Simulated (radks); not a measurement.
Spherical jellium clusters: N electrons in a uniform positive sphere of charge N and radius rs N^(1/3), rs = 4.79 bohr. Method: non-relativistic Kohn-Sham, PBE, spin-polarised, spherical densities; computed with a radial shooting solver with Libxc functionals. Levels are named by radial order and angular momentum (1s, 1p, 1d, 2s, ...), and open shells are averaged over m.

N = 4, configuration 1s2 1p(up 2, down 0). This is the lowest configuration that the search found. Occupied and some empty levels:

| level | occupation | eigenvalue (eV) | <r> (bohr) |
|---|---|---|---|
| 1s up | 1 | -3.5972 | 5.516 |
| 1s down | 1 | -3.1576 | 4.991 |
| 1p up | 2 | -2.4390 | 6.668 |
| 1p down | 0 | -1.7628 | 6.638 |
| 1d up | 0 | -1.0559 | 8.139 |
| 2s up | 0 | -0.72593 | 9.821 |

Energy (eV): total -6.46972, kinetic 5.5283, external -66.903, Hartree 32.794, exchange-correlation -12.244, background 34.356.

Electron density:

| r (bohr) | n(r) (e/bohr^3) |
|---|---|
| 0.893 | 0.002873 |
| 1.85 | 0.002897 |
| 2.81 | 0.002875 |
| 3.77 | 0.002724 |
| 4.73 | 0.002373 |
| 5.69 | 0.001836 |
| 6.64 | 0.001226 |
| 7.60 | 0.0006894 |
| 8.56 | 0.0003338 |
| 9.52 | 0.0001492 |
| 10.5 | 0.00006449 |
| 11.4 | 0.00002738 |
| 12.4 | 0.00001146 |
